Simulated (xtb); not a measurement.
BiBr2 (SMILES [Br][Bi][Br]), doublet, at a GFN2-xTB geometry (such geometries of metal compounds can be far from the true shape) (the spin is typed, not shown lowest), atoms displaced at random by about 0.06 Å a coordinate; GFN2-xTB (xtb).

xtb was given this input:
```
$ xtb mol.xyz --gfn 2 --chrg 0 --uhf 1 --opt --json

# file mol.xyz
3

Bi     0.68234615     0.39064323     0.18646095
Br    -1.18292024     1.06690874    -1.55218462
Br    -0.47889822    -1.92643588     0.96334729
```

It wrote (shortened):

```
   ID    Z sym.   atoms
    1   83 Bi     1
    2   35 Br     2, 3

           -------------------------------------------------
          |                Calculation Setup                |
           -------------------------------------------------

           -------------------------------------------------
          |                 G F N 2 - x T B                 |
           -------------------------------------------------

          ...................................................
          :                      SETUP                      :
          :.................................................:
          :  # basis functions                  24          :
          :  # atomic orbitals                  22          :
          :  # shells                            8          :
          :  # electrons                        19          :
          :  max. iterations                   250          :
          :  Hamiltonian                  GFN2-xTB          :
          :  restarted?                      false          :
          :  GBSA solvation                  false          :
          :  PC potential                    false          :
          :  electronic temp.          300.0000000     K    :
          :  accuracy                    1.0000000          :
          :  -> integral cutoff          0.2500000E+02      :
          :  -> integral neglect         0.1000000E-07      :
          :  -> SCF convergence          0.1000000E-05 Eh   :
          :  -> wf. convergence          0.1000000E-03 e    :
          :  Broyden damping             0.4000000          :
          :  net charge                          0          :
          :  unpaired electrons                  1          :
          ...................................................

 iter      E             dE          RMSdq      gap      omega  full diag
   1    -10.5096193 -0.105096E+02  0.145E+01    3.37       0.0  T
   2    -10.5713444 -0.617251E-01  0.851E+00    2.60       1.0  T
   3    -10.6104739 -0.391295E-01  0.387E+00    2.83       1.0  T
   4    -10.6129349 -0.246109E-02  0.194E+00    2.73       1.0  T
   5    -10.6137326 -0.797681E-03  0.100E+00    2.68       1.0  T
   6    -10.6139455 -0.212884E-03  0.617E-01    2.68       1.0  T
   7    -10.6140567 -0.111187E-03  0.222E-01    2.69       1.0  T
   8    -10.6140738 -0.171082E-04  0.545E-02    2.69       1.1  T
   9    -10.6140743 -0.451844E-06  0.291E-02    2.69       2.0  T
  10    -10.6140746 -0.311788E-06  0.158E-02    2.69       3.7  T
  11    -10.6140747 -0.849272E-07  0.796E-03    2.69       7.3  T
  12    -10.6140747 -0.286700E-07  0.360E-03    2.69      16.1  T
  13    -10.6140747  0.799538E-11  0.312E-03    2.69      18.5  T
  14    -10.6140747 -0.512378E-08  0.852E-04    2.69      67.8  T
  15    -10.6140747 -0.363176E-10  0.126E-04    2.69     457.0  T

   *** convergence criteria satisfied after 15 iterations ***

         :::::::::::::::::::::::::::::::::::::::::::::::::::::
         ::                     SUMMARY                     ::
         :::::::::::::::::::::::::::::::::::::::::::::::::::::
         :: total energy             -10.612133696211 Eh    ::
         :: gradient norm              0.017764951682 Eh/a0 ::
         :: HOMO-LUMO gap              2.687017042748 eV    ::
         ::.................................................::
         :: SCC energy               -10.614074591848 Eh    ::
         :: -> isotropic ES            0.036750135264 Eh    ::
         :: -> anisotropic ES          0.004609841040 Eh    ::
         :: -> anisotropic XC         -0.004851699652 Eh    ::
         :: -> dispersion             -0.002869928800 Eh    ::
         :: repulsion energy           0.001940895636 Eh    ::
         :: add. restraining           0.000000000000 Eh    ::
         :: total charge               0.000000000000 e     ::
         :::::::::::::::::::::::::::::::::::::::::::::::::::::

      -----------------------------------------------------------
     |                   =====================                   |
     |                        A N C O P T                        |
     |                   =====================                   |
     |               Approximate Normal Coordinate               |
     |                Rational Function Optimizer                |
      -----------------------------------------------------------
      -----------------------------------------------------------
     |                   =====================                   |
     |                        A N C O P T                        |
     |                   =====================                   |
     |               Approximate Normal Coordinate               |
     |                Rational Function Optimizer                |
      -----------------------------------------------------------

          ...................................................
          :                      SETUP                      :
          :.................................................:
          :   optimization level            normal          :
          :   max. optcycles                   200          :
          :   ANC micro-cycles                  20          :
          :   degrees of freedom                 3          :
          :.................................................:
          :   RF solver                   davidson          :
          :   write xtbopt.log                true          :
          :   linear?                        false          :
          :   energy convergence         0.5000000E-05 Eh   :
          :   grad. convergence          0.1000000E-02 Eh/α :
          :   maxmium RF displ.          1.0000000          :
          :   Hlow (freq-cutoff)         0.1000000E-01      :
          :   Hmax (freq-cutoff)         5.0000000          :
          :   S6 in model hess.         20.0000000          :
          ...................................................

[...]
 * total energy  :   -10.6121337 Eh     change       -0.9144685E-11 Eh
 * total energy  :   -10.5861777 Eh     change        0.2595604E-01 Eh
 * total energy  :   -10.6129053 Eh     change       -0.2672762E-01 Eh
 * total energy  :   -10.6090851 Eh     change        0.3820158E-02 Eh
 * total energy  :   -10.6131112 Eh     change       -0.4026077E-02 Eh
 * total energy  :   -10.6131635 Eh     change       -0.5231376E-04 Eh
 * total energy  :   -10.6131700 Eh     change       -0.6479175E-05 Eh
 * total energy  :   -10.6131719 Eh     change       -0.1882510E-05 Eh
   *** GEOMETRY OPTIMIZATION CONVERGED AFTER 8 ITERATIONS ***
[...]
          :  PC potential                    false          :
          :  electronic temp.          300.0000000     K    :
          :  accuracy                    1.0000000          :
          :  -> integral cutoff          0.2500000E+02      :
          :  -> integral neglect         0.1000000E-07      :
          :  -> SCF convergence          0.1000000E-05 Eh   :
          :  -> wf. convergence          0.1000000E-03 e    :
          :  Broyden damping             0.4000000          :
          :  net charge                          0          :
          :  unpaired electrons                  1          :
          ...................................................

 iter      E             dE          RMSdq      gap      omega  full diag
   1    -10.6158844 -0.106159E+02  0.187E-04    3.13       0.0  T
   2    -10.6158844 -0.416023E-11  0.148E-04    3.13     388.9  T
   3    -10.6158844 -0.706812E-11  0.536E-05    3.13    1076.3  T

   *** convergence criteria satisfied after 3 iterations ***

         :::::::::::::::::::::::::::::::::::::::::::::::::::::
         ::                     SUMMARY                     ::
         :::::::::::::::::::::::::::::::::::::::::::::::::::::
         :: total energy             -10.613171870693 Eh    ::
         :: gradient norm              0.000067888089 Eh/a0 ::
         :: HOMO-LUMO gap              3.125398841663 eV    ::
         ::.................................................::
         :: SCC energy               -10.615884268890 Eh    ::
         :: -> isotropic ES            0.035324452086 Eh    ::
         :: -> anisotropic ES          0.005242222136 Eh    ::
         :: -> anisotropic XC         -0.006685875778 Eh    ::
         :: -> dispersion             -0.002897284940 Eh    ::
         :: repulsion energy           0.002712398197 Eh    ::
         :: add. restraining           0.000000000000 Eh    ::
         :: total charge              -0.000000000000 e     ::
         :::::::::::::::::::::::::::::::::::::::::::::::::::::

           -------------------------------------------------
          |                Property Printout                |
           -------------------------------------------------

    * Orbital Energies and Occupations

         #    Occupation            Energy/Eh            Energy/eV
      -------------------------------------------------------------
         1        2.0000           -0.9792861             -26.6477
         2        2.0000           -0.8422906             -22.9199
         3        2.0000           -0.8293981             -22.5691
         4        2.0000           -0.4781409             -13.0109
         5        2.0000           -0.4652157             -12.6592
         6        2.0000           -0.4331840             -11.7875
         7        2.0000           -0.4214368             -11.4679
         8        2.0000           -0.4207272             -11.4486
         9        2.0000           -0.4194362             -11.4134
        10        1.0000           -0.3332287              -9.0676 (HOMO)
        11                         -0.2183724              -5.9422 (LUMO)
        12                         -0.2121608              -5.7732
        13                          0.0266492               0.7252
        14                          0.0296007               0.8055
        15                          0.0397955               1.0829
        16                          0.0430860               1.1724
        17                          0.0434115               1.1813
        18                          0.0435140               1.1841
        19                          0.0439496               1.1959
        20                          0.0611355               1.6636
        21                          0.1253882               3.4120
        22                          0.2681257               7.2961
      -------------------------------------------------------------
                  HL-Gap            0.1148563 Eh            3.1254 eV
             Fermi-level           -0.3260665 Eh           -8.8727 eV

     #   Z          covCN         q      C6AA      α(0)
     1  83 Bi       1.677     0.548   479.590    43.130
     2  35 Br       0.840    -0.274   192.492    22.369
     3  35 Br       0.840    -0.274   192.488    22.369

 Mol. C6AA /au·bohr⁶  :       2447.963817
 Mol. C8AA /au·bohr⁸  :     226782.944627
 Mol. α(0) /au        :         87.868156

Wiberg/Mayer (AO) data.
largest (>0.10) Wiberg bond orders for each atom

 ---------------------------------------------------------------------------
     #   Z sym  total        # sym  WBO       # sym  WBO       # sym  WBO
 ---------------------------------------------------------------------------
     1  83 Bi   1.983 --     3 Br   0.991     2 Br   0.991
     2  35 Br   1.045 --     1 Bi   0.991
     3  35 Br   1.045 --     1 Bi   0.991
 ---------------------------------------------------------------------------

Topologies differ in total number of bonds
Writing topology from bond orders to xtbtopo.mol

molecular dipole:
                 x           y           z       tot (Debye)
 q only:        1.560       0.814       0.517
   full:        2.600       1.357       0.862       7.770
molecular quadrupole (traceless):
                xx          xy          yy          xz          yz          zz
 q only:        2.954       1.220      -2.350      -1.608       5.101      -0.605
  q+dip:        5.792       1.760      -5.127      -4.297      11.511      -0.665
   full:        5.788       2.290      -4.690      -3.262      10.194      -1.098

optimized geometry written to: xtbopt.xyz

           -------------------------------------------------
          | TOTAL ENERGY              -10.613171870693 Eh   |
          | GRADIENT NORM               0.000067888089 Eh/α |
          | HOMO-LUMO GAP               3.125398841663 eV   |
           -------------------------------------------------

normal termination of xtb
```
